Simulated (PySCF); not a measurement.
C5H3S2 (charge +1).
Geometry (PBE0-D3(BJ)/def2-SVP, Å), atoms numbered from 1 in this order:
```xyz
10
C5H3S2 angstrom
C     -2.8546   -0.0048   -0.0877
C     -1.6508    0.0019    0.0558
C     -0.2527   -0.0069    0.2227
C      0.5282    1.0281    0.6771
S      2.2038    0.7312    0.7829
C      2.1393   -0.8437    0.2304
S      0.6370   -1.4539   -0.1674
H     -3.9259   -0.0040   -0.2171
H      0.1428    2.0077    0.9693
H      3.0462   -1.4498    0.1325
```

Computed with core-valence-separated Tamm–Dancoff BHandHLYP/aug-pcX-1 (pcseg-1 on H, def2-SVPD on S) in PySCF, non-relativistic, gas phase, PBE0-D3(BJ)/def2-SVP geometry. Absolute energies from this functional tend to lie a few eV below measured edges; no shift was applied.

The lowest roots of each edge with f over 0.003 (five at most, numbered afresh; weaker and dark ones are left out), with transition dipoles (au) in the frame of the coordinates:

```json
{"root": "1", "edge": "C", "E (eV)": "282.69", "f": "0.0549", "μx": "0.0100", "μy": "0.0289", "μz": "-0.0836"}
{"root": "2", "edge": "C", "E (eV)": "282.73", "f": "0.0695", "μx": "0.0116", "μy": "0.0325", "μz": "-0.0940"}
{"root": "3", "edge": "C", "E (eV)": "283.09", "f": "0.0117", "μx": "-0.0047", "μy": "-0.0134", "μz": "0.0386"}
{"root": "4", "edge": "C", "E (eV)": "283.28", "f": "0.0625", "μx": "0.0110", "μy": "0.0308", "μz": "-0.0891"}
{"root": "5", "edge": "C", "E (eV)": "283.43", "f": "0.0695", "μx": "-0.0030", "μy": "0.0946", "μz": "0.0324"}
```

**Question.** What is the unit vector of the normal of the molecular plane, and which share of each root's |μ|² lies along it?

**Answer.** (-0.11, -0.32, 0.94), up to sign.

```json
{"root": "1", "core hole on": "C1", "share along it": "1.00", "final orbital under reflection in the plane": "odd"}
{"root": "2", "core hole on": "C6", "share along it": "1.00", "final orbital under reflection in the plane": "odd"}
{"root": "3", "core hole on": "C2", "share along it": "1.00", "final orbital under reflection in the plane": "odd"}
{"root": "4", "core hole on": "C4", "share along it": "1.00", "final orbital under reflection in the plane": "odd"}
{"root": "5", "core hole on": "C1", "share along it": "0.00", "final orbital under reflection in the plane": "even"}
```

The 1s orbitals of atoms in the plane are even under the reflection, so light polarised along the normal reaches odd orbitals alone (the out-of-plane π set) and light polarised in the plane even ones.

**Question.** For fixed molecules, how does the intensity of root 1 change when the electric field is turned 60° away from the normal of the molecular plane?

**Answer.** Intensity goes as (E·μ)², and μ lies along that direction, so it falls to cos²60° = 0.25 of its maximum; it vanishes at 90°.

**Question.** Molecules are fixed in this frame and the field points along (1, 1, 0)/√2. What effective strengths 3 f cos²θ do the roots have (θ between field and μ)?

**Answer.** root 1 (C1): 0.016, root 2 (C6): 0.020, root 3 (C2): 0.003, root 4 (C4): 0.018, root 5 (C1): 0.087. Root 5 is the strongest. Averaged over all orientations cos²θ is 1/3, which gives f back.

